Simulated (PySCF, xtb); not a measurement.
C2H6OSi2, SMILES [SiH2](O)[SiH2]C#C. One conformer was computed; it need not be the lowest.

Harmonic wavenumbers (cm⁻¹) from GFN2-xTB run with xtb 6.7.1 at its own minimum, in rising order: 17, 77, 171, 207, 259, 267, 386, 430, 464, 570, 613, 639, 671, 684, 697, 735, 783, 793, 819, 881, 2165, 2182, 2193, 2198, 2276, 3345, 3688.

Problem. What does PySCF with ωB97X-D3(BJ)/def2-SVP give at its own minimum? (The exact figures need the calculation; the answer reports its results.)

Solution. 51, 86, 192, 239, 314, 326, 424, 448, 585, 629, 724, 734, 767, 778, 791, 833, 899, 931, 954, 977, 2184, 2230, 2256, 2261, 2277, 3467, 3888. Paired by order, the mean absolute difference is 75 cm⁻¹ and the zero-point energies are 40.3 and 43.2 kcal/mol.
